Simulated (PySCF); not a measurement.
# Correlation energy of Cr+ (chromium, charge +1)

[Ar] 3d4 4s1, high-spin 6D determinant (an excited configuration). Computed with PySCF 2.14 in ANO-RCC-VTZP, with the spin-free X2C one-electron Hamiltonian (Gaussian nucleus). Frozen: [Ne]; 13 electrons correlated.

| level | correlation energy (mhartree) |
| --- | --- |
| CCSD | -399.14 |
| (T) | -8.11 |
| CCSD(T) | -407.25 |

Diagnostics: T1 = 0.0089, D1 = 0.0309, largest double amplitude 0.021.

Cost of the coupled-cluster step: about 9 core-seconds, for 13 correlated electrons.
